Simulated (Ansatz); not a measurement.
Geometry optimisation, Ansatz, RKS PBE0-D4/6-31G*.

input.yaml

```yaml
crystal:
  periodic: [false, false, false]
  atoms:
    - { symbol: Al, position_ang: [0.067417, -0.383887, 0.160979] }
    - { symbol: H, position_ang: [-0.269671, -0.412145, 1.68969] }
    - { symbol: O, position_ang: [1.700401, -0.460207, -0.319213] }
    - { symbol: H, position_ang: [1.912059, -0.434521, -1.257547] }
    - { symbol: O, position_ang: [-1.129795, -0.2945, -1.05636] }
    - { symbol: H, position_ang: [-2.063732, -0.330164, -0.828258] }
    - { symbol: P, position_ang: [0.053115, 2.838345, 1.473905] }
    - { symbol: H, position_ang: [1.463535, 2.680976, 1.54345] }
    - { symbol: H, position_ang: [0.011132, 2.645852, 0.063145] }
    - { symbol: H, position_ang: [-0.18936, 1.461051, 1.757008] }
basis:
  gaussian: { orbitals: "6-31G*" }
hamiltonian:
  xc: pbe0
  dispersion: d4
relax:
  f_tol: 0.03
  max_steps: 50
output:
  orbitals: {}
```

Run as:

```bash
$ ansatz run input.yaml --threads 1 --pin off --max-ram 2048MiB --backend cpu --events-out ev --progress --plain --runs-dir out
```

Problem. Where does it end, and by what steps?

Solution. The forces met the threshold. After 16 steps the energy has fallen by 0.174 eV; H8 moved furthest, 0.92 Å.

| step | energy less start (eV) | largest force component (eV/Å) | accepted |
| --- | --- | --- | --- |
| 0 | 0.0000 | 0.456 | yes |
| 1 | -0.0876 | 0.187 | yes |
| 2 | -0.1090 | 0.175 | yes |
| 3 | -0.1202 | 0.437 | yes |
| 4 | -0.1301 | 0.137 | yes |
| 5 | -0.1363 | 0.073 | yes |
| 6 | -0.1464 | 0.188 | yes |
| 7 | -0.1480 | 0.389 | yes |
| 8 | -0.1589 | 0.214 | yes |
| 9 | -0.1643 | 0.045 | yes |
| 10 | -0.1687 | 0.040 | yes |
| 11 | -0.1694 | 0.067 | yes |
| 12 | -0.1623 | 0.464 | no |
| 13 | -0.1727 | 0.134 | yes |
| 14 | -0.1735 | 0.102 | yes |
| 15 | -0.1742 | 0.040 | yes |
| 16 | -0.1744 | 0.027 | yes |

```xyz
10
Properties=species:S:1:pos:R:3
Al 0.111 -0.405 0.189
H -0.359 -0.847 1.632
O 1.783 -0.405 -0.164
H 2.075 -0.212 -1.060
O -0.973 -0.056 -1.092
H -1.922 -0.107 -0.945
P 0.272 2.898 1.254
H 1.355 2.057 0.876
H -0.609 2.375 0.265
H -0.179 2.013 2.271
```

The run took 69 s on 1 thread of Arm Neoverse V1, with other jobs on the host, peak memory 0.16 GiB.
